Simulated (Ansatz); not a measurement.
Ansatz (a quantum-chemistry and plane-wave program) input file for C₂H₈InN, SMILES C[N](C)[InH2], PBE-D3(BJ)/def2-SVP. 

Ansatz 0.2 input:
```yaml
crystal:
  periodic: [false, false, false]
  atoms:
    - {symbol: In, position_ang: [0.00000000, -0.00000000, -0.86307004]}
    - {symbol: H, position_ang: [-0.00000001, -1.57840960, -1.55760049]}
    - {symbol: H, position_ang: [-0.00000001, 1.57840961, -1.55760048]}
    - {symbol: N, position_ang: [-0.00000000, -0.00000000, 1.18762834]}
    - {symbol: C, position_ang: [0.00000000, 1.20507613, 1.98417726]}
    - {symbol: C, position_ang: [-0.00000000, -1.20507613, 1.98417726]}
    - {symbol: H, position_ang: [-0.88955229, 1.26615638, 2.64706075]}
    - {symbol: H, position_ang: [0.88955229, 1.26615638, 2.64706074]}
    - {symbol: H, position_ang: [-0.00000000, 2.10327193, 1.34693228]}
    - {symbol: H, position_ang: [0.88955229, -1.26615638, 2.64706074]}
    - {symbol: H, position_ang: [-0.88955228, -1.26615638, 2.64706075]}
    - {symbol: H, position_ang: [0.00000000, -2.10327193, 1.34693227]}
basis:
  gaussian:
    orbitals: def2-SVP
hamiltonian:
  xc: pbe
  dispersion: d3bj
relax: {f_tol: 0.002, max_steps: 200}
```

Program output:

```
WARN ansatz: RAYON_NUM_THREADS=1 ignored (pool sized by the plan → 1); use --threads N
Functional definition: PBE
integrals: 0.05 GiB planned
1268 factors; their error is unknown
mean field: 0.31 GiB planned
mean field evaluation 1: about -8846.8906 eV, gradient 6.9e1 eV
mean field evaluation 2: about -8764.6932 eV, gradient 1.7e2 eV
mean field evaluation 4: about -8859.1210 eV, gradient 1.5e1 eV
mean field evaluation 8: about -8859.5829 eV, gradient 1.5e-1 eV
mean field evaluation 16: about -8859.5343 eV, gradient 2.6e-4 eV
mean field -8859.53425872 eV, -325.5818787999 hartree, gradient 6.4e-5 eV, S^2 0.000000; 0 other end points of the search recorded, 0 dependent functions left out
the calculation of the forces begins
reference -8859.53430454 eV, -325.5818804839 hartree; 24, 24 occupied and 84, 84 virtual orbitals, 1268 factors
relax step   1: F+E_penalty+E_count = -8859.76327153 eV  Δ(F+E_penalty+E_count) = +0.000e0 eV  max|allowed force component| = 2.043e-1 eV/Å  Δτ_max = 0.0000 Å  (30 SCF iters, accepted)
these checks for a lower state are left out or cut short: starts, cluster_reference, orbital_swaps, neighbouring_geometries, increment
integrals: 0.05 GiB planned
1268 factors; their error is unknown
mean field: 0.31 GiB planned
mean field -8859.54184732 eV, -325.5821576759 hartree, gradient 7.9e-6 eV, S^2 0.000000; 0 other end points of the search recorded, 0 dependent functions left out
the calculation of the forces begins
reference -8859.54189306 eV, -325.5821593568 hartree; 24, 24 occupied and 84, 84 virtual orbitals, 1268 factors
relax step   2: F+E_penalty+E_count = -8859.77042372 eV  Δ(F+E_penalty+E_count) = -7.152e-3 eV  max|allowed force component| = 6.779e-2 eV/Å  Δτ_max = 0.0217 Å  (32 SCF iters, accepted)
these checks for a lower state are left out or cut short: starts, cluster_reference, orbital_swaps, neighbouring_geometries, increment
integrals: 0.05 GiB planned
1268 factors; their error is unknown
mean field: 0.31 GiB planned
mean field evaluation 32: about -8859.5428 eV, gradient 2.4e-3 eV
mean field -8859.54275619 eV, -325.5821910760 hartree, gradient 7.9e-6 eV, S^2 0.000000; 0 other end points of the search recorded, 0 dependent functions left out
the calculation of the forces begins
reference -8859.54280196 eV, -325.5821927581 hartree; 24, 24 occupied and 84, 84 virtual orbitals, 1268 factors
relax step   3: F+E_penalty+E_count = -8859.77117074 eV  Δ(F+E_penalty+E_count) = -7.470e-4 eV  max|allowed force component| = 1.519e-2 eV/Å  Δτ_max = 0.0051 Å  (33 SCF iters, accepted)
these checks for a lower state are left out or cut short: starts, cluster_reference, orbital_swaps, neighbouring_geometries, increment
integrals: 0.05 GiB planned
1268 factors; their error is unknown
mean field: 0.31 GiB planned
mean field -8859.54273657 eV, -325.5821903550 hartree, gradient 7.4e-5 eV, S^2 0.000000; 0 other end points of the search recorded, 0 dependent functions left out
the calculation of the forces begins
reference -8859.54278233 eV, -325.5821920367 hartree; 24, 24 occupied and 84, 84 virtual orbitals, 1268 factors
relax step   4: F+E_penalty+E_count = -8859.77118619 eV  Δ(F+E_penalty+E_count) = -1.545e-5 eV  max|allowed force component| = 1.145e-2 eV/Å  Δτ_max = 0.0022 Å  (19 SCF iters, accepted)
these checks for a lower state are left out or cut short: starts, cluster_reference, orbital_swaps, neighbouring_geometries, increment
integrals: 0.05 GiB planned
1268 factors; their error is unknown
mean field: 0.31 GiB planned
mean field -8859.54274031 eV, -325.5821904925 hartree, gradient 9.0e-6 eV, S^2 0.000000; 0 other end points of the search recorded, 0 dependent functions left out
the calculation of the forces begins
reference -8859.54278606 eV, -325.5821921741 hartree; 24, 24 occupied and 84, 84 virtual orbitals, 1268 factors
relax step   5: F+E_penalty+E_count = -8859.77118870 eV  Δ(F+E_penalty+E_count) = -2.511e-6 eV  max|allowed force component| = 6.049e-3 eV/Å  Δτ_max = 0.0005 Å  (22 SCF iters, accepted)
these checks for a lower state are left out or cut short: starts, cluster_reference, orbital_swaps, neighbouring_geometries, increment
integrals: 0.05 GiB planned
1268 factors; their error is unknown
mean field: 0.31 GiB planned
mean field -8859.54273629 eV, -325.5821903449 hartree, gradient 5.7e-5 eV, S^2 0.000000; 0 other end points of the search recorded, 0 dependent functions left out
the calculation of the forces begins
reference -8859.54278205 eV, -325.5821920264 hartree; 24, 24 occupied and 84, 84 virtual orbitals, 1268 factors
relax step   6: F+E_penalty+E_count = -8859.77118960 eV  Δ(F+E_penalty+E_count) = -9.012e-7 eV  max|allowed force component| = 3.628e-4 eV/Å  Δτ_max = 0.0003 Å  (18 SCF iters, accepted)
integrals: 0.05 GiB planned
1268 factors; their error is unknown
mean field: 0.31 GiB planned
mean field evaluation 64: about -8859.5426 eV, gradient 3.0e-1 eV
mean field -8859.54273629 eV, -325.5821903449 hartree, gradient 5.7e-5 eV, S^2 0.000000; 1 other end points of the search recorded, 0 dependent functions left out
the calculation of the forces begins
reference -8859.54278205 eV, -325.5821920264 hartree; 24, 24 occupied and 84, 84 virtual orbitals, 1268 factors
Total energy: -8859.77123536 eV, -325.5905875308 hartree
Atom 0 at    -0.000000     0.000000    -0.873928 Å, force    -0.000000     0.000000    -0.000033 eV/Å
Atom 1 at    -0.000000    -1.593429    -1.546943 Å, force    -0.000000     0.000072     0.000047 eV/Å
Atom 2 at    -0.000000     1.593429    -1.546943 Å, force     0.000000    -0.000072     0.000047 eV/Å
Atom 3 at     0.000000    -0.000000     1.187254 Å, force     0.000000     0.000000     0.000123 eV/Å
Atom 4 at     0.000000     1.207630     1.981606 Å, force    -0.000000     0.000363    -0.000333 eV/Å
Atom 5 at     0.000000    -1.207630     1.981606 Å, force     0.000000    -0.000363    -0.000333 eV/Å
Atom 6 at    -0.895210     1.271547     2.650486 Å, force     0.000058    -0.000035     0.000018 eV/Å
Atom 7 at     0.895210     1.271547     2.650486 Å, force    -0.000058    -0.000035     0.000018 eV/Å
Atom 8 at     0.000000     2.110487     1.337612 Å, force    -0.000000     0.000187     0.000206 eV/Å
Atom 9 at     0.895210    -1.271547     2.650486 Å, force    -0.000058     0.000035     0.000018 eV/Å
Atom 10 at    -0.895210    -1.271547     2.650486 Å, force     0.000058     0.000035     0.000018 eV/Å
Atom 11 at     0.000000    -2.110487     1.337612 Å, force    -0.000000    -0.000187     0.000206 eV/Å
Dipole moment:    -0.000000    -0.000000     0.075508 e Å
```

The calculation finished and met its thresholds.
